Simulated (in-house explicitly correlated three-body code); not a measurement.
Computed with an exponentially correlated three-body code. Model: two electrons around a point charge, non-relativistic, variational in 260 exponentially correlated functions (energies converged to about 1e-7 hartree, or 1e-8 relative for large Z).

Command:
```bash
python run_hyl.py task.json out
```
Settings (lengths in bohr, energies in hartree):
```
Z                      4
screening              0.04
interaction_strength   1
functions              260
states_tried           13
```

Time taken, with all properties: 77 s on 1 thread of Arm Neoverse V2, on a shared host.

**Those bound S and P states to n = 4 that converged, binding against the one-electron ion.**

Given: nuclear charge 4; Yukawa screening of all interactions 0.04 1/bohr.

Computed: one-electron threshold -7.84119211 hartree.

```tsv
term	energy (hartree)	binding (eV)
1 1S	-13.3777081	150.66
2 3S	-9.0224108	32.143
2 1S	-8.91047586	29.097
2 3P	-8.89981	28.806
2 1P	-8.83589577	27.067
3 3S	-8.27748748	11.872
3 1S	-8.24831465	11.078
3 3P	?	?
3 1P	-8.22665451	10.489
4 3S	-8.03792456	5.3534
4 1S	-8.02656269	5.0442
4 3P	?	?
4 1P	-8.01749443	4.7974
```

Task: What belongs in the row 3 3P?

Result: energy (hartree): -8.2449328; binding (eV): 10.986.

Task: What belongs in the row 4 3P?

Result: energy (hartree): -8.02483811; binding (eV): 4.9973.

**Converged states only, values per electron or pair (inverse distances are <exp(-kr)/r>).**

```csv
term,mean r (bohr),mean r squared (bohr²),mean inverse r (1/bohr),mean r12 (bohr),mean inverse r12 (1/bohr),mean cosine,mean p1 dot p2 (bohr⁻²),delta r1 (bohr⁻³),delta r12 (bohr⁻³)
1 1S,0.41433,0.23213,3.6478,0.61883,2.1511,-0.032935,0.42037,17.196,1.5227
2 3S,1.0649,1.8871,2.3659,1.8129,0.61287,-0.010124,0.027971,10.959,-
2 1S,?,?,?,?,?,?,?,?,?
2 3P,0.97943,1.6059,2.3465,1.66,0.70166,-0.061904,-0.70373,10.047,-
2 1P,?,?,?,?,?,?,?,?,?
3 3S,2.2638,9.8838,2.1355,4.1762,0.26926,-0.0031052,0.0077961,10.396,-
3 1S,2.3796,11.014,2.1297,4.4042,0.28245,-0.0040689,0.0099765,10.375,0.061683
3 3P,2.2238,9.6588,2.13,4.1005,0.29055,-0.01579,-0.17149,10.149,-
3 1P,2.307,10.445,2.1257,4.257,0.29312,0.0059358,0.17034,10.189,0.013543
4 3S,4.0135,33.016,2.0577,7.6646,0.13913,-0.0012666,0.0030918,10.268,-
4 1S,4.175,35.864,2.0553,7.9863,0.14392,-0.0016785,0.0040518,10.261,0.024859
4 3P,4.0248,33.494,2.0554,7.6888,0.14687,-0.0061194,-0.065406,10.171,-
4 1P,4.1401,35.516,2.0536,7.9156,0.14791,0.0023084,0.067654,10.186,0.0057068
```

Task: What belongs in the row 2 1S?

Result: mean r (bohr): 1.1414; mean r squared (bohr²): 2.2152; mean inverse r (1/bohr): 2.3444; mean r12 (bohr): 1.9512; mean inverse r12 (1/bohr): 0.66572; mean cosine: -0.013059; mean p1 dot p2 (bohr⁻²): 0.033841; delta r1 (bohr⁻³): 10.857; delta r12 (bohr⁻³): 0.21321.

Task: What belongs in the row 2 1P?

Result: mean r (bohr): 1.0356; mean r squared (bohr²): 1.8183; mean inverse r (1/bohr): 2.3309; mean r12 (bohr): 1.732; mean inverse r12 (1/bohr): 0.70591; mean cosine: 0.02276; mean p1 dot p2 (bohr⁻²): 0.61886; delta r1 (bohr⁻³): 10.21; delta r12 (bohr⁻³): 0.041078.

**Electric-dipole lines between converged S and P states, rate of the upper state's decay.**

| s state | p state | p minus s (eV) | oscillator strength from s | rate (1/s) |
| --- | --- | --- | --- | --- |
| 1 1S | 2 1P | 123.59 | 0.54971 | 1.2145e+11 |
| 1 1S | 3 1P | 140.17 | 0.12474 | 3.5449e+10 |
| 1 1S | 4 1P | 145.86 | 0.046701 | 1.4371e+10 |
| 2 1S | 2 1P | 2.0294 | 0.15013 | 8.9436e+06 |
| 2 1S | 3 1P | 18.608 | 0.3011 | 1.508e+09 |
| 2 1S | 4 1P | 24.299 | 0.078812 | 6.7308e+08 |
| 3 1S | 2 1P | -15.989 | -0.077048 | 8.5468e+08 |
| 3 1S | 3 1P | 0.5894 | 0.26428 | 1.3279e+06 |
| 3 1S | 4 1P | 6.2809 | 0.30865 | 1.7612e+08 |
| 4 1S | 2 1P | ? | ? | ? |
| 4 1S | 3 1P | -5.4448 | -0.16811 | 2.1625e+08 |
| 4 1S | 4 1P | 0.24676 | 0.37939 | 334140 |
| 2 3S | 2 3P | 3.3361 | 0.21462 | 3.455e+07 |
| 2 3S | 3 3P | 21.156 | 0.24858 | 1.6093e+09 |
| 2 3S | 4 3P | 27.145 | 0.068588 | 7.3101e+08 |
| 3 3S | 2 3P | ? | ? | ? |
| 3 3S | 3 3P | 0.88586 | 0.36328 | 4.1234e+06 |
| 3 3S | 4 3P | 6.8749 | 0.25184 | 1.7216e+08 |
| 4 3S | 2 3P | -23.453 | -0.016924 | 4.0394e+08 |
| 4 3S | 3 3P | -5.633 | -0.19559 | 2.693e+08 |
| 4 3S | 4 3P | 0.3561 | 0.51071 | 936710 |

Task: What belongs in the row 4 1S 2 1P?

Result: p minus s (eV): -22.023; oscillator strength from s: -0.015537; rate (1/s): 3.27e+08.

Task: What belongs in the row 3 3S 2 3P?

Result: p minus s (eV): -16.934; oscillator strength from s: -0.088424; rate (1/s): 1.1003e+09.

**Static dipole response.**

| state | polarisability (bohr³) |
| --- | --- |
| 1 1S | 0.0523 |
| 2 1S | 27.945 |
| 2 3S | 14.929 |
